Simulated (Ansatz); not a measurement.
The same path of C$_{3}$H$_{9}$B (13 atoms, charge 0, multiplicity 1) was run 3 times with different band settings.

Method: RKS PBE/6-31G* (Ansatz).

Relaxed end points:

```xyz
13
Properties=species:S:1:pos:R:3
C -0.870 1.209 -0.521
B 0.010 -0.004 -0.011
C 1.035 0.216 1.174
C -0.150 -1.436 -0.664
H -1.442 1.028 -1.446
H -0.260 2.123 -0.655
H -1.596 1.473 0.276
H 1.070 -0.639 1.874
H 0.903 1.149 1.748
H 2.049 0.256 0.722
H -0.213 -1.393 -1.767
H -1.131 -1.842 -0.338
H 0.616 -2.176 -0.375
```

```xyz
13
Properties=species:S:1:pos:R:3
C -1.020 1.158 -0.331
B -0.015 -0.013 0.016
C 1.243 0.283 0.928
C -0.238 -1.463 -0.573
H -0.542 1.784 -1.115
H -1.181 1.846 0.521
H -2.001 0.840 -0.726
H 0.967 -0.040 1.955
H 1.528 1.347 1.004
H 2.133 -0.315 0.664
H 0.098 -1.435 -1.632
H -1.300 -1.764 -0.613
H 0.348 -2.261 -0.084
```

Common settings: spring 5.0 eV/Å²; optimiser quadratic models (default); start path through a guess of the saddle point; force threshold 0.05 eV/Å; iteration limit 60; end points relaxed.

| run | movable images | climbing image |
| --- | --- | --- |
| 1 | 5 | yes |
| 2 | 4 | no |
| 3 | 6 | no |

Question: What does each run give, and how far can it be trusted?

Answer: Run 1: converged after 23 iterations, highest image 0.002 eV above the first end. The top lies less than 8 meV above the higher end, about what the thresholds resolve: that end is a shoulder or a very shallow well. A vibrational analysis at the climbing image gives no mode beyond 40i cm⁻¹: the surface is too flat there to confirm a saddle point.
Run 2: converged after 8 iterations, highest image 0.021 eV above the first end. No image climbed, so the highest image needn't sit at the top of the path.
Run 3: converged after 12 iterations, highest image 0.007 eV above the first end. The top lies less than 8 meV above the higher end, about what the thresholds resolve: that end is a shoulder or a very shallow well. No image climbed, so the highest image needn't sit at the top of the path.
